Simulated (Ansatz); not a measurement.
Job for Ansatz (a first-principles code): U-wB97X-V/cc-pVTZ on FGeH (SMILES [F][GeH]), a point of a bond scan (R = 1.770 Å).

Ansatz 0.2 input:
```yaml
crystal:
  periodic: [false, false, false]
  atoms:
    - {symbol: Ge, position_ang: [-0.11370409, -0.22690637, 0.28076938]}
    - {symbol: H, position_ang: [-0.98451576, -1.05346065, -0.79917524]}
    - {symbol: F, position_ang: [0.51367187, 0.92382939, -0.90949390]}
basis:
  gaussian:
    orbitals: cc-pVTZ
hamiltonian:
  xc: {name: wB97X-V}
magnetization: {spin_polarized: true, initial_magnetization: 0}
```

Output:

```
WARN ansatz: RAYON_NUM_THREADS=1 ignored (pool sized by the plan → 1); use --threads N
Functional definition: wB97X-V
integrals: 0.03 GiB planned
613 factors; their error is unknown
integrals: 0.06 GiB planned
119 factors; integrals over basis functions are off by at most 1.5e-5 eV
mean field: 0.45 GiB planned
mean field evaluation 1: about -59244.9628 eV, gradient 2.6e1 eV
mean field evaluation 2: about -59243.2994 eV, gradient 3.8e1 eV
mean field evaluation 4: about -59247.1496 eV, gradient 7.1e-1 eV
mean field evaluation 8: about -59247.2869 eV, gradient 1.7e-1 eV
mean field evaluation 16: about -59246.1302 eV, gradient 4.2e0 eV
mean field -59247.28693999 eV, -2177.2976357912 hartree, gradient 5.2e-5 eV, S^2 0.000000; 1 other end points of the search recorded, 0 dependent functions left out
reference -59247.28693859 eV, -2177.2976357397 hartree; 21, 21 occupied and 66, 66 virtual orbitals, 613 factors
Total energy: -59247.28693859 eV, -2177.2976357397 hartree
```

Self-consistency was reached.

Cost: very roughly 4 core-seconds.
